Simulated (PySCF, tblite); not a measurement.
Isomers of C3H8O3Si2, one GFN2-xTB conformer each. Single-point energies are computed at PBE0/pcSseg-1 (PySCF, gas phase, no added dispersion term), electronic only.

| SMILES | GFN2-xTB relative energy (kJ/mol) |
| --- | --- |
| C=CO[Si@@](O)([SiH3])C=O | 436.7 |
| O=C(O)[Si@@H]1CC[SiH2]O1 | 245.7 |
| O[Si@H]1O[SiH2]C2(CC2)O1 | 0.0 |

Conformers: `[CH2:1]=[CH:2][O:3][Si@@:4]([OH:5])([SiH3:6])[CH:7]=[O:8]` with C1–C2–O3–Si4 5°, C2–O3–Si4–O5 -68°, O3–Si4–O5–H -154°, O3–Si4–C7–O8 165°; `[O:1]=[C:2]([OH:3])[Si@@H:4]1[CH2:5][CH2:6][SiH2:7][O:8]1` with O1–C2–O3–H -2°, O1–C2–Si4–C5 -122°, C2–Si4–C5–C6 -143°, Si4–C5–C6–Si7 32°, C5–C6–Si7–O8 -24°, C6–Si7–O8–Si4 4°; `[OH:1][Si@H:2]1[O:3][SiH2:4][C:5]2([CH2:6][CH2:7]2)[O:8]1` with H–O1–Si2–O3 -59°, O1–Si2–O3–Si4 132°, Si2–O3–Si4–C5 -5°, O3–Si4–C5–C6 138°, Si4–C5–C6–C7 115°.

Q: What does PBE0/pcSseg-1 give for the same structures?

A: 
```csv
SMILES,PBE0/pcSseg-1 E (Eh),PBE0/pcSseg-1 (kJ/mol),GFN2-xTB (kJ/mol),point group
O[Si@H]1O[SiH2]C2(CC2)O1,-923.23990,0.0,0.0,C1
O=C(O)[Si@@H]1CC[SiH2]O1,-923.21145,74.7,245.7,C1
C=CO[Si@@](O)([SiH3])C=O,-923.12920,290.6,436.7,C1
```

Both levels put the same isomer lowest; measured from each level's own lowest isomer, the values differ by up to 171.0 kJ/mol (O=C(O)[Si@@H]1CC[SiH2]O1: 245.7 against 74.7). As drawn, the lowest has a three-membered ring, which the highest lacks; the highest has a C=O bond, an Si–Si bond and a C=C bond outside aromatic rings, which the lowest lacks.

Q: Which frontier levels, dipoles and rotational constants go with these structures?

A: 
```tsv
SMILES	HOMO (eV, PBE0/pcSseg-1)	LUMO (eV)	dipole (D)	A, B, C (MHz)
O[Si@H]1O[SiH2]C2(CC2)O1	-7.50	0.13	2.25	2578, 1221, 943.7
O=C(O)[Si@@H]1CC[SiH2]O1	-7.67	-0.78	2.87	2998, 890.7, 832.4
C=CO[Si@@](O)([SiH3])C=O	-6.94	-1.77	1.42	1768, 1070, 838.3
```

Q: What happens when harmonic zero-point energies from GFN2-xTB frequencies are added?

A: 
| SMILES | ZPE (kJ/mol) | electronic (kJ/mol) | with ZPE (kJ/mol) |
| --- | --- | --- | --- |
| O[Si@H]1O[SiH2]C2(CC2)O1 | 285.1 | 0.0 | 0.0 |
| O=C(O)[Si@@H]1CC[SiH2]O1 | 282.6 | 74.7 | 72.2 |
| C=CO[Si@@](O)([SiH3])C=O | 266.1 | 290.6 | 271.6 |

The zero-point energies span 19.0 kJ/mol. The order is unchanged.

Q: As an exercise, what shares would exp(−E/RT) give at 2000 K from these electronic energies alone (no entropy, no degeneracies)?

A: RT = 16.629 kJ/mol: O[Si@H]1O[SiH2]C2(CC2)O1 98.9 %, O=C(O)[Si@@H]1CC[SiH2]O1 1.1 %, C=CO[Si@@](O)([SiH3])C=O under 0.1 %.
